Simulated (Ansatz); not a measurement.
Cartesian coordinates (Å):
SMILES: C1[SiH2]C1
```xyz
9

C     -0.5088     0.8195    -0.0503
C     -0.6369    -0.7231     0.0665
Si     1.1021    -0.0927    -0.0156
H     -0.8152     1.3916     0.8177
H     -0.8519     1.2585    -0.9800
H     -1.0589    -1.2340    -0.7911
H     -1.0222    -1.1008     1.0065
H      1.8708    -0.2510    -1.2621
H      1.9211    -0.0680     1.2084
```
Charge 0, multiplicity 1.

These are frozen-core CCSD(T)/cc-pVQZ // B3LYP-D3(BJ)/def2-TZVP run with Ansatz (a quantum-chemistry and plane-wave program) values and carry that method's errors.

The HF energy is -368.16048 Ha. The MP2 correlation energy is -0.50153 Ha.

### Question
Estimate the CCSD correlation energy, the (T) correction, the total energy and the T1 diagnostic.

### Answer

```
Property                         Value
-----------------------  -------------
CCSD correlation energy    -0.53329 Ha
(T) correction             -0.02298 Ha
CCSD(T) total energy     -368.71675 Ha
T1 diagnostic                    0.011
```
